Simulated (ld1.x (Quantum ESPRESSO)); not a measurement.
**Rh: PAW pseudisation with PBE, scalar-relativistic reference atom.**

- Element: rhodium (Rh)
- Generator: ld1.x (Quantum ESPRESSO) 7.5
- Type: PAW
- Functional: PBE
- Relativity: scalar-relativistic
- Frozen core: [Kr]
- Valence charge: 9
- Reference configuration: 4d8 5s0.5 5p0 (charge +0.5)
- Partial waves: 5s (bound): rcut 2.55, rcutus 3.00 bohr; 5s channel at -0.2 Ry: rcut 2.55, rcutus 3.00 bohr; 5p (bound, empty): rcut 2.50, rcutus 2.85 bohr; 5p channel at 0.6 Ry: rcut 2.50, rcutus 2.85 bohr; 4d (bound): rcut 1.30, rcutus 1.50 bohr; 4d channel at 0.05 Ry: rcut 1.30, rcutus 1.50 bohr; 4f channel at 0.2 Ry: rcut 2.25, rcutus 2.80 bohr
- Local potential: all-electron potential smoothed inside 1.50 bohr (lloc = -1)
- Core correction: Bessel-smoothed model core, default radius (core density twice the valence density)
- Augmentation charge: BESSEL, radius 1.10 bohr

Results:

```
Cutoffs needed                            : 50 Ry and 80 Ry (the cutoffs (Ry, on a coarse ladder) from which the occupation-weighted sum of valence levels, in a spherical-Bessel basis at the reference potential, stays within 10 and 1 mRy of its value at 400 Ry)
Ghost test                                : ghost states, extra bound levels that the all-electron valence spectrum of the same l lacks: s at -1367.5 eV, p at -17.0 eV; a true bound ghost makes a file unfit for plane-wave use (spherical-Bessel basis up to 400 Ry, 20 bohr box)
Configuration tests                       : test run stopped at test 4 of 7 (negative rho)
Lowest eigenvalue of the overlap operator : 0.02 (s channel)
```

Generation and tests took about 5.8 s on one core of a shared server CPU.
